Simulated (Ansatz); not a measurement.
`P[TeH]` + H₂Se → `P[SeH]` + H₂Te  (ligand exchange at a P–Te bond)

Gas-phase electronic energies from Ansatz, PBE0-D4/def2-TZVP geometries. CCSD(T)/CBS is the MP2 limit (def2-TZVPP, def2-QZVPP) plus CCSD(T) − MP2 in def2-TZVPP, frozen cores. Functionals use def2-TZVPP. def2 core potentials past Kr. For Se, Te outer-core shells are correlated without core-valence functions, which leaves a few kJ/mol of doubt a bond. Scalar relativity is left out up to krypton.

```tsv
species	CAM-B3LYP energy (Eh)
`P[TeH]`	-611.19171
H₂Se	-2402.87293
`P[SeH]`	-2744.85235
H₂Te	-269.20751
```

Problem. Work out ΔE.

Solution. ΔE = (-2744.85235) + (-269.20751) − (-611.19171) − (-2402.87293) = 0.00478 Eh = +12.5 kJ/mol. CCSD(T)/CBS gives +17.4 kJ/mol.

Problem. What do rigid-rotor, harmonic-oscillator terms from PBE0-D4/def2-TZVP frequencies (298.15 K, 1 bar) make of the CCSD(T)/CBS value? (An estimate is asked.)

Solution. Ansatz gave: ΔZPE = -1.0 kJ/mol, ΔH = +16.0 kJ/mol, ΔS = -1 J/(mol·K), ΔG = +16.3 kJ/mol.

Largest T1 diagnostic among the species: 0.011.

Leaving LDA and LC-ωPBE aside and taking each functional with its dispersion term where it has one, the values, not all of them listed here, spread over 2.7 kJ/mol, from ωB97X-V to PBE-D4.
